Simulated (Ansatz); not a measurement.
Cartesian coordinates in Å:
```
C 1.3365 0.5636 -0.5983
C 0.1781 -0.3736 -0.3147
C -1.2197 0.1132 -0.6755
N -2.0743 -0.0154 0.2756
Si -0.7375 -0.4923 1.3244
F -0.8625 -1.9098 2.0391
H 1.1993 1.5332 -0.1129
H 1.4511 0.7454 -1.6710
H 2.2759 0.1425 -0.2349
H 0.3459 -1.3581 -0.7645
H -1.4759 0.5557 -1.6475
H -0.4169 0.4956 2.3803
```

The species carries charge 0 and has multiplicity 1.

Problem. List the ωB97M-V/def2-TZVPP orbital energies in eV (the Gaussian-basis code of Ansatz). (Estimate.)

Solution. Ansatz gave: Occupied: -1808.09, -677.60, -394.41, -283.44, -281.78, -281.71, -149.02, -103.18, -103.13, -103.11, -36.16, -28.88, -24.41, -20.98, -19.47, -17.41, -16.44, -15.58, -15.49, -14.79, -14.50, -14.10, -13.45, -12.92, -11.62, -10.57, -9.83. Lowest empty: 1.30, 2.16, 2.52, 3.17, 3.32, 3.82, 4.39, 4.41.
